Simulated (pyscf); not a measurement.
Single points on ωB97X-D3(BJ)/def2-SVP structures (PySCF, gas phase).

SMILES: [Si](O)([O][Be][OH])(O)O
```xyz
11

O      2.1815     0.5969     1.2228
Be     0.8262     0.2014     1.2056
O     -0.5549    -0.1809     1.2450
Si    -1.6705    -0.7513     0.1968
O     -2.6453     0.3979    -0.4772
O     -2.6748    -1.8078     0.9811
O     -0.7961    -1.4263    -1.0368
H      2.9810     0.5080     0.7096
H     -3.4366     0.6139     0.0262
H     -2.2763    -2.2829     1.7171
H     -1.2827    -1.5990    -1.8490
```
Charge 0, spin multiplicity 1.

Task: What is the homolytic dissociation enthalpy (298 K, ωB97M-D3(BJ)/def2-TZVP) of the O–Si bond of HO–Be–O–Si(OH)(OH)–OH, to •O–Be–OH + HO–Si•(OH)–OH?

Result: O–Si to •O–Be–OH + HO–Si•(OH)–OH: 149.2 kcal/mol. The 7 functionals that were run give +139.9 (PBE) to +150.4 kcal/mol (M06-2X). The radicals are drawn with the spin at the cut bond; how far it spreads was not checked. Other isomers of •O–Be–OH, HO–Si•(OH)–OH were not searched in full and may lie lower.
